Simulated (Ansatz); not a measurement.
`FC1=N[SiH]1F` + H₂ → `FC1=N[SiH2]1` + H–F at 298.15 K and 1 bar (hydrogenolysis of the Si–F bond).

Isolated molecules relaxed with PBE0-D4/def2-TZVP in Ansatz; ΔE leaves out vibrations. CCSD(T)/CBS adds triple-zeta CCSD(T) − MP2 to the extrapolated MP2 energy (def2 sets, frozen cores). This one scheme is used for every species.

| species | CCSD(T)/CBS energy (Eh) | H − E (kJ/mol) | S (J/(mol·K)) |
| --- | --- | --- | --- |
| `FC1=N[SiH]1F` | -582.02075 | 78.4 | 302.5 |
| H₂ | -1.17544 | 35.1 | 130.4 |
| `FC1=N[SiH2]1` | -482.75628 | 89.0 | 281.8 |
| H–F | -100.39570 | 33.5 | 173.6 |

H − E and S are ideal-gas, rigid-rotor, harmonic terms from PBE0-D4/def2-TZVP, for one conformer and one mirror image of each species. The MP2-based limit puts H₂ 0.8 mEh under its directly extrapolated value; such offsets cancel only in part. 1 Eh = 2625.50 kJ/mol, R = 8.31446 J/(mol·K).

Problem. By hand: ΔE, ΔH, ΔS and ΔG.

Solution. ΔE = (-482.75628) + (-100.39570) − (-582.02075) − (-1.17544) = 0.04421 Eh = 116.1 kJ/mol. Δ(H − E) = 89.0 + 33.5 − 78.4 − 35.1 = 9.0, so ΔH = 125.1 kJ/mol. ΔS = 281.8 + 173.6 − 302.5 − 130.4 = 22.5 J/(mol·K). ΔG = 125.1 − 298.15 × (22.5)/1000 = 118.4 kJ/mol.

Problem. By hand: the equilibrium constant, and the temperature at which ΔG would vanish if ΔH and ΔS stayed fixed.

Solution. log₁₀ K = −ΔG/(RT ln 10) = -20.7. ΔG = 0 at ΔH/ΔS = 5560 K, far beyond where these terms or the molecules hold.

ΔH outweighs TΔS. A doubt of 5 kJ/mol in ΔE shifts log₁₀ K by 0.9 here. Other conformers and mirror images would add mixing entropy, several J/(mol·K) or more a flexible species. These are equilibria of isolated gas molecules and say nothing of rates. Largest T1 diagnostic: 0.016 (customary marks: 0.02 for closed shells, 0.045 for open ones).
